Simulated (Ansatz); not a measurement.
Computed with Ansatz on PBE0-D4/def2-TZVP structures; ΔE is electronic, products minus reactants. CCSD(T)/CBS is the MP2 limit (def2-TZVPP, def2-QZVPP) plus CCSD(T) − MP2 in def2-TZVPP, frozen cores. This one scheme is used for every species. Functionals use def2-TZVPP. B3LYP here is the variant with VWN-RPA as its local correlation; programs differ in this. HSE06 is defined as in plane-wave codes. Elements past krypton have def2 core potentials. For Sn outer-core shells are correlated without core-valence functions, which leaves a few kJ/mol of doubt a bond. Each species was taken in one conformer, which may not be the lowest.

Reaction (ligand exchange at the Sn–Cl bond): `[CH3][Sn]([OH])([Cl])[Cl]` + H–F → `[CH3][Sn]([OH])([F])[Cl]` + HCl

```csv
level,ΔE (kcal/mol),difference from CCSD(T)/CBS
PBE-D4,7.3,-1.2
revPBE-D4,7.5,-1.0
BLYP-D4,6.0,-2.5
r2SCAN-D4,6.9,-1.6
B97M-V,5.9,-2.6
PBE0-D4,8.9,0.4
B3LYP-D4,7.3,-1.2
r2SCANh-D4,7.5,-1.0
HSE06-D4,9.0,0.5
BHLYP-D4,8.4,-0.1
CAM-B3LYP-D4,6.0,-2.5
ωB97X-V,6.5,-2.0
ωB97M-V,7.3,-1.2
B2PLYP,6.7,-1.8
PBE-QIDH,9.1,0.6
PBE,6.4,-2.1
revPBE,6.1,-2.4
BLYP,4.3,-4.2
r2SCAN,6.6,-1.9
PBE0,8.1,-0.4
B3LYP,5.8,-2.7
r2SCANh,7.3,-1.2
r2SCAN0,8.2,-0.3
HSE06,8.2,-0.3
BHLYP,6.9,-1.6
CAM-B3LYP,5.1,-3.4
RPA@PBE/def2-TZVPP,6.6,-1.9
MP2/def2-SVP,6.4,-2.1
CCSD/def2-SVP,6.0,-2.5
CCSD(T)/def2-SVP,6.0,-2.5
HF/def2-TZVPP,7.5,-1.0
MP2/def2-TZVPP,9.4,0.9
SCS-MP2/def2-TZVPP,7.9,-0.6
CCSD/def2-TZVPP,7.7,-0.8
HF/def2-QZVPP,7.0,-1.5
MP2/def2-QZVPP,9.6,1.1
SCS-MP2/def2-QZVPP,8.1,-0.4
HF/CBS(def2),6.9,-1.6
MP2/CBS(def2),10.1,1.6
CCSD/CBS(def2),8.3,-0.2
CCSD(T)/CBS,8.5,0
```

Largest T1 diagnostic among the species: 0.013.

The D4 term adds +1.5 kcal/mol with B3LYP and +0.8 kcal/mol with PBE0; it sums over pairs of atoms, weighted by their polarisabilities, and B3LYP, whose exchange is more repulsive, gets the larger term. Leaving LDA and LC-ωPBE aside and taking each functional with its dispersion term where it has one, the values spread over 3.2 kcal/mol, from B97M-V to PBE-QIDH. LDA lies +1.1 kcal/mol from PBE without D4.
